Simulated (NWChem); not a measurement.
System: SiClF, singlet; SMILES F[Si]Cl

Results from NWChem. Low-valent species are run as closed-shell singlets; no triplet was tried in these runs. All runs use the structure optimised with PBE0/def2-SVP. Level: PBE0/def2-SVP with SMD (1 M gas to 1 M solution), gas-phase geometry. Reactions with the solvent are ignored.

Q: What does the run give for solvent water? Quantities: solvation free energy (kcal/mol); cavity-dispersion-structure term (kcal/mol); dipole in solution (D).

A: The solvation free energy (kcal/mol) comes out as -0.8. The cavity-dispersion-structure term (kcal/mol) comes out as 1.2. The dipole in solution (D) is 1.41.
